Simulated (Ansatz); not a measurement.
One change: `OC([SiH3])Br` becomes `CC(O)[SiH3]`.

Ansatz, PBE0-D4/def2-TZVP geometries, multiplicity 1. Each molecule was computed in one conformer, which needn't be the lowest.

Scalar relativity is left out up to krypton. Spin–orbit coupling is left out; it splits and shifts lone-pair levels of the heavy atoms by tenths of an eV.

```json
{"property": "HOMO energy (PBE0/def2-TZVPP) / eV", "`OC([SiH3])Br`": "-7.81"}
{"property": "size of the dipole moment (B3LYP/def2-TZVPP) / D", "`OC([SiH3])Br`": "1.90"}
{"property": "LUMO energy (PBE/def2-TZVPP) / eV", "`OC([SiH3])Br`": "-1.48"}
{"property": "HOMO–LUMO gap (PBE0/def2-TZVPP) / eV", "`OC([SiH3])Br`": "7.29"}
{"property": "ideal-gas entropy at 298 K and 1 bar (rigid rotor, harmonic PBE0-D4/def2-TZVP) / J/(mol·K)", "`OC([SiH3])Br`": "333"}
{"property": "LUMO energy (ωB97M-V/def2-TZVPP) / eV", "`OC([SiH3])Br`": "1.38"}
```

Question: Give the same properties after the change, and the shifts. (An estimate is asked.)

Answer: Computed: 
```tsv
property	`CC(O)[SiH3]`	shift
HOMO energy (PBE0/def2-TZVPP) / eV	-7.97	-0.16
size of the dipole moment (B3LYP/def2-TZVPP) / D	1.95	0.05
LUMO energy (PBE/def2-TZVPP) / eV	-0.24	1.24
HOMO–LUMO gap (PBE0/def2-TZVPP) / eV	8.57	1.28
ideal-gas entropy at 298 K and 1 bar (rigid rotor, harmonic PBE0-D4/def2-TZVP) / J/(mol·K)	323	-10
LUMO energy (ωB97M-V/def2-TZVPP) / eV	2.12	0.74
```

With PBE0 the HOMO falls by 0.16 eV and the LUMO rises by 1.12 eV, so the gap widens by about 1.28 eV. PBE moves the HOMO by 0.17 eV and ωB97M-V by -0.30 eV. The zero-point energy changes by 97.2 kJ/mol with +9 modes. Dipoles are sizes alone; their direction can turn.

B3LYP here is the variant with VWN-RPA as its local correlation; programs differ in this.
